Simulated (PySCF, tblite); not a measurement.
Isomers of C4H9ClOSi, one GFN2-xTB conformer each. Single-point energies are computed at PBE0/pcSseg-1 (PySCF, gas phase, no added dispersion term), electronic only.

| SMILES | GFN2-xTB relative energy (kcal/mol) |
| --- | --- |
| C=C(C)O[SiH2]CCl | 21.6 |
| C=CC[Si@@H](O)CCl | 36.4 |
| C=C[C@@H](Cl)[SiH2]OC | 32.0 |
| Cl[C@H]1COCC[SiH2]1 | 42.7 |
| CO[Si@@H](Cl)C1CC1 | 0.0 |

Conformers: `[CH2:1]=[C:2]([CH3:3])[O:4][SiH2:5][CH2:6][Cl:7]` with C1–C2–O4–Si5 1°, C2–O4–Si5–C6 -179°, O4–Si5–C6–Cl7 -178°; `[CH2:1]=[CH:2][CH2:3][Si@@H:4]([OH:5])[CH2:6][Cl:7]` with C1–C2–C3–Si4 -108°, C2–C3–Si4–O5 -61°, C3–Si4–O5–H 162°, C3–Si4–C6–Cl7 -168°; `[CH2:1]=[CH:2][C@@H:3]([Cl:4])[SiH2:5][O:6][CH3:7]` with C1–C2–C3–Cl4 130°, C2–C3–Si5–O6 63°, C3–Si5–O6–C7 -179°; `[Cl:1][C@H:2]1[CH2:3][O:4][CH2:5][CH2:6][SiH2:7]1` with Cl1–C2–C3–O4 179°, C2–C3–O4–C5 -73°, C3–O4–C5–C6 74°, O4–C5–C6–Si7 -57°; `[CH3:1][O:2][Si@@H:3]([Cl:4])[CH:5]1[CH2:6][CH2:7]1` with C1–O2–Si3–Cl4 51°, O2–Si3–C5–C6 -159°.

What does PBE0/pcSseg-1 give for the same structures?

```json
{"SMILES": "CO[Si@@H](Cl)C1CC1", "PBE0/pcSseg-1 E (Eh)": "-982.21400", "PBE0/pcSseg-1 (kcal/mol)": "0.0", "GFN2-xTB (kcal/mol)": "0.0", "point group": "C1"}
{"SMILES": "C=CC[Si@@H](O)CCl", "PBE0/pcSseg-1 E (Eh)": "-982.18518", "PBE0/pcSseg-1 (kcal/mol)": "18.1", "GFN2-xTB (kcal/mol)": "36.4", "point group": "C1"}
{"SMILES": "C=C(C)O[SiH2]CCl", "PBE0/pcSseg-1 E (Eh)": "-982.16747", "PBE0/pcSseg-1 (kcal/mol)": "29.2", "GFN2-xTB (kcal/mol)": "21.6", "point group": "near Cs"}
{"SMILES": "C=C[C@@H](Cl)[SiH2]OC", "PBE0/pcSseg-1 E (Eh)": "-982.15055", "PBE0/pcSseg-1 (kcal/mol)": "39.8", "GFN2-xTB (kcal/mol)": "32.0", "point group": "C1"}
{"SMILES": "Cl[C@H]1COCC[SiH2]1", "PBE0/pcSseg-1 E (Eh)": "-982.15027", "PBE0/pcSseg-1 (kcal/mol)": "40.0", "GFN2-xTB (kcal/mol)": "42.7", "point group": "C1"}
```

Both levels put the same isomer lowest; measured from each level's own lowest isomer, the values differ by up to 18.3 kcal/mol (C=CC[Si@@H](O)CCl: 36.4 against 18.1). As drawn, the lowest has a three-membered ring and an Si–O bond, which the highest lacks. Neighbours under 2.5 kcal/mol apart (C=C[C@@H](Cl)[SiH2]OC and Cl[C@H]1COCC[SiH2]1) can change places with a better method, another conformer or zero-point energy.

Which frontier levels, dipoles and rotational constants go with these structures?

```
               SMILES  HOMO (eV, PBE0/pcSseg-1)  LUMO (eV)  dipole (D)       A, B, C (MHz)
   CO[Si@@H](Cl)C1CC1                     -8.20       0.78        1.22   2548, 1253, 911.0
    C=CC[Si@@H](O)CCl                     -7.26       0.04        1.03  2813, 945.3, 808.0
     C=C(C)O[SiH2]CCl                     -7.04       0.42        2.31  6125, 653.3, 598.8
C=C[C@@H](Cl)[SiH2]OC                     -7.43      -0.31        2.82   2497, 1089, 795.6
  Cl[C@H]1COCC[SiH2]1                     -7.58       0.49        2.23   3021, 1302, 968.5
```

What happens when harmonic zero-point energies from GFN2-xTB frequencies are added?

```tsv
SMILES	ZPE (kcal/mol)	electronic (kcal/mol)	with ZPE (kcal/mol)
CO[Si@@H](Cl)C1CC1	76.9	0.0	0.0
C=CC[Si@@H](O)CCl	74.7	18.1	15.9
C=C(C)O[SiH2]CCl	73.8	29.2	26.1
C=C[C@@H](Cl)[SiH2]OC	73.7	39.8	36.6
Cl[C@H]1COCC[SiH2]1	76.1	40.0	39.2
```

The zero-point energies span 3.2 kcal/mol. The order is unchanged.
